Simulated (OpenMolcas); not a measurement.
Cr4+ among 5 point charges of -1.5 e arranged as a trigonal bipyramid (D3h), 1.96 Å from the ion, with the axial distance 2.293 Å.
```
   1.9600    0.0000    0.0000  -1.50
  -0.9800    1.6974    0.0000  -1.50
  -0.9800   -1.6974    0.0000  -1.50
   0.0000    0.0000    2.2932  -1.50
   0.0000    0.0000   -2.2932  -1.50
```

```
Program             : OpenMolcas 26.06
Method              : CASSCF
Basis               : ANO-RCC-VDZP [5s4p2d1f]
Scalar Hamiltonian  : DKH2, point nucleus
Active space        : 2 electrons in 5 orbitals (3d)
State averaging     : 2S+1 = 3 even, 10 roots; 2S+1 = 1 even, 15 roots
Spin-orbit coupling : state interaction with AMFI integrals over the reference wave functions
```

Problem. What is the spin-free ground state (labels of D3, the rotations of D3h)?

Solution. 3A2, 1-fold in its orbital part, 100 % from free-ion F terms; it has the highest spin that d2 allows.

Problem. Where is the first state of the same spin?

Solution. 3E at 890 cm-1 above the ground state.

Problem. What are the lowest two levels with spin-orbit coupling?

Solution. A 1-fold level A1, then a 2-fold level E 160.7 cm-1 above it. Their leading multiplicities are 3 (100 %) and 3 (100 %).

Problem. What is χT at 300 K, and how does it compare with the textbook value?

Solution. The lowest level has 2S+1 = 3, for which the spin-only value is χT = S(S+1) / 2 = 1.000 cm3 K/mol (g = 2). The computed 0.588 at 300 K differs by -0.412, through orbital momentum, spin-orbit coupling and any other state in reach.

Without dynamic correlation the repulsion within the d shell is too large (B by tens of per cent), so at a given field states of lower spin stand too high. The ground term spreads over less than 5000 cm-1, several times less than with real ligands, so orbital moments are less quenched and χT lies further from the spin-only value than at real sites. This is an electrostatic model: the charges have no orbitals. No measured value stands beside these numbers.
